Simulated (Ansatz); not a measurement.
Basis-set extrapolation for C$_{3}$H$_{7}$FSi, SMILES `C=C(F)C[SiH3]` (PBE0-D4/def2-TZVP geometry, frozen core, the Gaussian-basis code of Ansatz). Multiplicity 1, RHF reference.

```json
{"": "HF", "def2-TZVPP": "-506.125727", "def2-QZVPP": "-506.144377"}
{"": "MP2 correlation", "def2-TZVPP": "-0.869584", "def2-QZVPP": "-0.934430"}
{"": "CCSD(T) correlation", "def2-TZVPP": "-0.952067", "def2-QZVPP": "not run"}
```

Energies in hartree. Use E(X) = E(∞) + A·exp(−7.88·√X) for Hartree–Fock and E(X) = E(∞) + B·X^(−2.97) for correlation, with X = 3 and 4, and add CCSD(T) minus MP2 of the smaller set to the MP2 limit.

Question: What is the CCSD(T) energy at the basis-set limit?

Answer: HF limit: -506.144377 + (-0.018650) × 0.13774 = -506.14695. MP2 limit: -0.934430 + (-0.064846) × 0.74074 = -0.98246. Higher-order term: -0.952067 − (-0.869584) = -0.08248. Total: -507.21189 hartree, 3.65 eV below CCSD(T)/def2-TZVPP.
